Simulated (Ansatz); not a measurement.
Species: Si₂H₄F, charge 0, doublet. Si2H4F (SMILES [SiH2][SiH2]F, doublet).
B3LYP-D3(BJ)/def2-TZVP minimum from Ansatz (a quantum-chemistry and plane-wave program):
```xyz
7

Si    -1.5396    -0.0973     0.2337
Si     0.7871    -0.2603     0.1702
F      1.3526     0.7467    -0.9541
H     -2.0757     1.1200     0.8924
H     -2.1847    -1.3093     0.7991
H      1.1770    -1.6383    -0.2047
H      1.4445     0.1148     1.4446
```
Charge 0, spin multiplicity 2.

Wanted: atomisation energy (electronic, to ground-state atoms), in kcal/mol. UHF or UKS for unpaired electrons; spin-orbit terms are left out. CBS(X,Y): correlation extrapolated as X^-3, Hartree-Fock from the larger set. A bracket is a step between two methods taken in the basis named. Functionals run without relativity, which enters their misses. Double hybrids freeze cores in their MP2 part. 'core' is core correlation in cc-pwCVTZ (1s frozen past Ne), 'X2C' scalar relativity in cc-pVTZ-DK, both at CCSD(T). Where a partner has so few electrons that a lower coupled-cluster level is exact, that level stands in.

CCSD(T)/CBS(cc-pV(T+d)Z,cc-pV(Q+d)Z) + [CCSDT(Q) - CCSD(T)]/cc-pV(D+d)Z + core + X2C (Ansatz) gives 498.3 kcal/mol.

Question: How far off this value is PBE/def2-TZVPD (Ansatz), in which direction, and which of these levels come nearer: B3LYP/def2-TZVPD, PBE0/def2-TZVPD, wB97M-V/def2-TZVPD, B2PLYP/def2-TZVPD, CCSD(T)/CBS(cc-pV(T+d)Z,cc-pV(Q+d)Z) + core + X2C?

Answer: PBE gives 490.7 kcal/mol, 7.6 kcal/mol below it. Differences of the others: B3LYP/def2-TZVPD (Ansatz) -7.2; PBE0/def2-TZVPD (Ansatz) -10.9; wB97M-V/def2-TZVPD (Ansatz) -3.5; B2PLYP/def2-TZVPD (Ansatz) -10.1; CCSD(T)/CBS(cc-pV(T+d)Z,cc-pV(Q+d)Z) + core + X2C (Ansatz) -0.5 kcal/mol. Nearer than PBE: B3LYP/def2-TZVPD, wB97M-V/def2-TZVPD, CCSD(T)/CBS(cc-pV(T+d)Z,cc-pV(Q+d)Z) + core + X2C.
